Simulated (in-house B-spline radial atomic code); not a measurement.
# Cd7+: [Kr] 4d4 6g1 (an excited or competing configuration)

All numbers are computed (Dirac-Hartree-Fock, average of configuration; Fermi nucleus of rms radius 4.6087 fm) with a B-spline radial code for spherical atoms, not measured.

Effective charges: Z_r = [3n² - l(l+1)]/(2<r>) from the radius, Z_e = n√(-2ε) from the energy, and Slater's rules. Values are occupation-weighted means over j. An effective charge above Z reflects the relativistic contraction of the inner shells.

| shell | electrons | ε (eV) | <r> (bohr) | Z_r | Z_e | Slater |
| --- | --- | --- | --- | --- | --- | --- |
| 1s | 2 | -27010 | 0.03039 | 49.36 | 44.56 | 47.70 |
| 2s | 2 | -4219.7 | 0.131 | 45.79 | 35.22 | 43.85 |
| 2p | 6 | -3797.3 | 0.1147 | 43.58 | 33.41 | 43.85 |
| 3s | 2 | -938.36 | 0.3555 | 37.97 | 24.91 | 36.75 |
| 3p | 6 | -795.8 | 0.3544 | 35.28 | 22.94 | 36.75 |
| 3d | 10 | -571.43 | 0.333 | 31.53 | 19.44 | 26.85 |
| 4s | 2 | -258.13 | 0.8489 | 28.27 | 17.42 | 20.25 |
| 4p | 6 | -210.29 | 0.9037 | 25.45 | 15.73 | 20.25 |
| 4d | 4 | -143.71 | 1.024 | 20.50 | 13.00 | 10.95 |
| 6g | 1 | -24.403 | 5.408 | 8.14 | 8.04 | - |

The least bound orbital is 6g7/2 at -24.4 eV, and it is also the most diffuse (<r> = 5.408 bohr).

Spin-orbit splittings of the orbital energies (j = l + 1/2 above j = l - 1/2 when positive): 2p 193.4 eV, 3p 35.74 eV, 3d 7.159 eV, 4p 6.87 eV, 4d 1.046 eV, 6g -0.0009495 eV.

For the 1s electron the small component carries 3.1 % of the norm, the zero-frequency Breit interaction raises the level by 59.46 eV, self-energy by 33.35 eV, and vacuum polarisation lowers it by 4.252 eV.

The density falls to 0.001 bohr⁻³ at 2.882 bohr; Σ<r²> = 47.643 bohr² gives, by the non-relativistic formula and without the paramagnetism of open shells, a Langevin diamagnetic susceptibility of -37.73×10⁻⁶ cm³/mol.
